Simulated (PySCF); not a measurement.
C₇H₁₈P₂.
Numbering: `[CH3:1][CH:2]=[P@@:3]([CH3:4])([PH2:5])[C:6]([CH3:7])([CH3:8])[CH3:9]` (hydrogens: H10, H11, H12 on C1; H13 on C2; H14, H15, H16 on C4; H17, H18 on P5; H19, H20, H21 on C7; H22, H23, H24 on C8; H25, H26, H27 on C9)

Cartesian coordinates in Å at the PBE0-D3(BJ)/def2-SVP level; atoms count from 1:
```
atom  x, y, z in Å
C1     2.702   -1.088   -1.255
C2     1.233   -1.003   -0.954
P3     0.525    0.271   -0.122
C4     1.436    0.660    1.409
P5     0.339    2.446   -0.930
C6    -1.251   -0.122    0.313
C7    -2.074   -0.079   -0.977
C8    -1.787    0.910    1.306
C9    -1.307   -1.518    0.933
H10    2.999   -0.633   -2.221
H11    3.034   -2.140   -1.290
H12    3.317   -0.602   -0.479
H13    0.557   -1.487   -1.669
H14    1.344   -0.177    2.114
H15    2.498    0.793    1.159
H16    1.061    1.587    1.865
H17    0.196    1.989   -2.275
H18    1.763    2.521   -1.033
H19   -3.122   -0.337   -0.752
H20   -2.071    0.924   -1.431
H21   -1.705   -0.797   -1.724
H22   -1.271    0.849    2.277
H23   -2.855    0.712    1.489
H24   -1.695    1.939    0.928
H25   -0.701   -1.580    1.851
H26   -0.934   -2.284    0.240
H27   -2.350   -1.755    1.203
```

Computed with PySCF at PBE0/pcSseg-1, non-relativistic, on one gas-phase PBE0-D3(BJ)/def2-SVP geometry that isn't relaxed in the solvent. The solvent is an IEF-PCM continuum (cavity from Bondi-type radii × 1.2). The model holds no explicit solvent molecules, cavitation or dispersion.

Gas phase at PBE0/pcSseg-1: HOMO -4.65 eV, LUMO 0.23 eV, dipole 1.61 D.

What does the continuum do to the energy, the frontier levels and the dipole at PBE0/pcSseg-1 in cyclohexane and acetone?

```tsv
solvent	ε	E(solvent) − E(gas) (kcal/mol)	polarisation term (kcal/mol)	distortion of the solute (kcal/mol)	HOMO (eV)	LUMO (eV)	dipole (D)
cyclohexane	2.017	-1.84	-1.93	0.09	-4.67	0.26	1.82
acetone	20.49	-4.73	-5.38	0.65	-4.76	0.24	2.13
```

Polarisation term: ½ Σ q·V over the induced surface charges. Distortion: the rise of the solute's own energy as its density leaves the gas-phase optimum. From cyclohexane to acetone the lowering changes by a factor 2.58, Onsager's factor (ε − 1)/(2ε + 1) by 2.30 and ε itself by 10.2.

Which radius a makes the point-dipole formula ΔE = −[(ε − 1)/(2ε + 1)]·μ²/a³ give the value in acetone, with the gas-phase dipole?

μ = 0.635 au and |ΔE| = 0.00754 Eh give a = 1.54 Å; the farthest nucleus lies 3.93 Å from the centroid of the nuclei, so such a sphere wouldn't even hold the nuclei. The formula assumes a rigid point dipole at the centre of a sphere.

Give the dipole vector in the frame of the coordinates (D, pointing from negative to positive charge), gas and acetone.

Gas (-0.86, -0.19, 1.35), solvent (-1.04, 0.06, 1.86). Its length changes by +32 % and its direction by 9°.

Which Hirshfeld charges (PBE0/pcSseg-1) respond most in acetone (means over atoms taken as equivalent)?

| atoms | environment | gas (e) | solvent (e) | change |
| --- | --- | --- | --- | --- |
| C2 | carbon bonded to C, P and H | -0.223 | -0.240 | -0.017 |
| P5 | three-coordinate phosphorus | -0.023 | -0.037 | -0.014 |
| C1 | methyl carbon | -0.130 | -0.137 | -0.007 |
| H14/H15/H16 | methyl hydrogen | +0.051 | +0.056 | +0.005 |
| P3 | phosphorus bonded to 3 C and P | +0.316 | +0.321 | +0.005 |
| H17/H18 | P–H hydrogen | -0.016 | -0.013 | +0.003 |
| H13 | hydrogen on carbon | +0.018 | +0.014 | -0.004 |
| C4 | sp3 carbon bound to phosphorus | -0.153 | -0.150 | +0.003 |
| C6 | sp3 carbon bound to phosphorus | -0.004 | -0.002 | +0.002 |
| H19 (×9) | methyl hydrogen | +0.038 | +0.040 | +0.002 |
| C7/C8/C9 | methyl carbon | -0.117 | -0.118 | -0.001 |
| H10/H11/H12 | methyl hydrogen | +0.028 | +0.028 | 0.000 |

Which Mayer bond orders change most in acetone?

```json
{"bond": "P3–C4", "length (Å)": "1.823", "gas": "0.966", "solvent": "0.981", "change": "+0.015"}
{"bond": "C2–P3", "length (Å)": "1.679", "gas": "1.466", "solvent": "1.453", "change": "-0.013"}
{"bond": "P3–P5", "length (Å)": "2.328", "gas": "0.776", "solvent": "0.785", "change": "+0.009"}
{"bond": "C1–C2", "length (Å)": "1.502", "gas": "1.065", "solvent": "1.057", "change": "-0.008"}
{"bond": "C4–H15", "length (Å)": "1.100", "gas": "0.940", "solvent": "0.934", "change": "-0.006"}
{"bond": "C4–H14", "length (Å)": "1.099", "gas": "0.939", "solvent": "0.935", "change": "-0.004"}
{"bond": "P3–C6", "length (Å)": "1.869", "gas": "0.864", "solvent": "0.867", "change": "+0.003"}
{"bond": "C4–H16", "length (Å)": "1.099", "gas": "0.934", "solvent": "0.931", "change": "-0.003"}
```
